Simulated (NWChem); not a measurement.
CH5Al; SMILES [CH3][AlH2]

```xyz
7

Al     0.0104     0.7169    -0.0085
H     -1.3696     1.5146     0.0093
H      1.3725     1.5444     0.0094
C      0.0112    -1.2392    -0.0188
H     -0.2382    -1.6190     0.9889
H      0.9846    -1.6727    -0.2963
H     -0.7567    -1.6472    -0.6970
```
Atoms are numbered in this order, from 1.

Program: NWChem. Pople sets run with spherical d functions. Coordinates come from a PBE0/def2-SVP optimisation. Vzz is the largest principal value of the second derivative of the potential at the nucleus (NWChem prints the opposite sign); η is the asymmetry. Non-relativistic.

| level | Vzz Al1 (a.u.) | η Al1 |
|---|---|---|
| PBE0/def2-SVP | 1.269 | 0.03 |
| PBE0/6-31G* | 1.197 | 0.06 |
| CAM-B3LYP/def2-SVP | 1.287 | 0.04 |
| CAM-B3LYP/cc-pVTZ | ? | ? |

Problem. What belongs in the gaps?

Solution. 
- CAM-B3LYP/cc-pVTZ, Vzz Al1 (a.u.): 1.577
- CAM-B3LYP/cc-pVTZ, η Al1: 0.12
